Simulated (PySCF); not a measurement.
**Electron correlation in Nb (niobium, neutral)**

[Kr] 4d3 5s1 5p1, one real determinant (an excited configuration). Computed with PySCF 2.14 in x2c-TZVPPall, with scalar relativity by spin-free X2C-1e. Frozen: [Ar] 3d10; 13 electrons correlated.

```json
{"level": "CCSD", "correlation energy (mhartree)": "-294.29"}
{"level": "(T)", "correlation energy (mhartree)": "-7.82"}
{"level": "CCSD(T)", "correlation energy (mhartree)": "-302.11"}
```

Diagnostics: T1 = 0.011, D1 = 0.0467, largest double amplitude 0.034.

The real determinant used has ⟨L²⟩ near 14 against 20 for a pure G term, so it mixes terms.

Cost of the coupled-cluster step: roughly 28 core-seconds, for 13 correlated electrons.

Iterations:

```
CC2 = 0
CCSD nocc = (np.int64(9), np.int64(4)), nmo = (65, 65)
frozen orbitals [[0, 1, 2, 3, 4, 5, 6, 7, 8, 9, 10, 11, 12, 13], [0, 1, 2, 3, 4, 5, 6, 7, 8, 9, 10, 11, 12, 13]]
max_cycle = 100
direct = 0
conv_tol = 1e-08
conv_tol_normt = 1e-06
diis_space = 8
diis_start_cycle = 0
Init t2, MP2 energy = -0.279092229124343
Init E_corr(UCCSD) = -0.279092229159168
cycle = 1  E_corr(UCCSD) = -0.289116294403727  dE = -0.0100240652  norm(t1,t2) = 0.0455949
cycle = 2  E_corr(UCCSD) = -0.292917372461601  dE = -0.00380107806  norm(t1,t2) = 0.0164046
cycle = 3  E_corr(UCCSD) = -0.29429259666962  dE = -0.00137522421  norm(t1,t2) = 0.00918713
cycle = 4  E_corr(UCCSD) = -0.294227917598862  dE = 6.46790708e-05  norm(t1,t2) = 0.00443359
cycle = 5  E_corr(UCCSD) = -0.294133127250585  dE = 9.47903483e-05  norm(t1,t2) = 0.00325894
cycle = 6  E_corr(UCCSD) = -0.29429590551611  dE = -0.000162778266  norm(t1,t2) = 0.00151653
cycle = 7  E_corr(UCCSD) = -0.294296304196757  dE = -3.98680647e-07  norm(t1,t2) = 0.000613643
cycle = 8  E_corr(UCCSD) = -0.294284246713476  dE = 1.20574833e-05  norm(t1,t2) = 0.000412271
cycle = 9  E_corr(UCCSD) = -0.294292847099413  dE = -8.60038594e-06  norm(t1,t2) = 0.000273824
cycle = 10  E_corr(UCCSD) = -0.294293888840566  dE = -1.04174115e-06  norm(t1,t2) = 0.000182585
cycle = 11  E_corr(UCCSD) = -0.294292967796553  dE = 9.21044013e-07  norm(t1,t2) = 0.000133407
cycle = 12  E_corr(UCCSD) = -0.294293566153531  dE = -5.98356978e-07  norm(t1,t2) = 9.08086e-05
cycle = 13  E_corr(UCCSD) = -0.294292387154127  dE = 1.1789994e-06  norm(t1,t2) = 5.66614e-05
cycle = 14  E_corr(UCCSD) = -0.294291985113199  dE = 4.02040928e-07  norm(t1,t2) = 2.40565e-05
cycle = 15  E_corr(UCCSD) = -0.294292102643005  dE = -1.17529806e-07  norm(t1,t2) = 8.30013e-06
cycle = 16  E_corr(UCCSD) = -0.294292241540647  dE = -1.38897642e-07  norm(t1,t2) = 2.59468e-06
cycle = 17  E_corr(UCCSD) = -0.2942922058369  dE = 3.57037464e-08  norm(t1,t2) = 1.07489e-06
cycle = 18  E_corr(UCCSD) = -0.294292195176588  dE = 1.06603121e-08  norm(t1,t2) = 4.16337e-07
cycle = 19  E_corr(UCCSD) = -0.294292194254065  dE = 9.2252278e-10  norm(t1,t2) = 2.0121e-07
UCCSD converged
E(UCCSD) = -3817.473481900579  E_corr = -0.2942921942540654
UCCSD(T) correction = -0.00782442703880763
```

The basis was made for the ground configuration and has no added diffuse functions, which can raise the energy of the promoted electron.

The reference is one real determinant that mixes LS terms of this configuration.

This basis was not built for core-valence correlation, so the inner-shell part is incomplete.
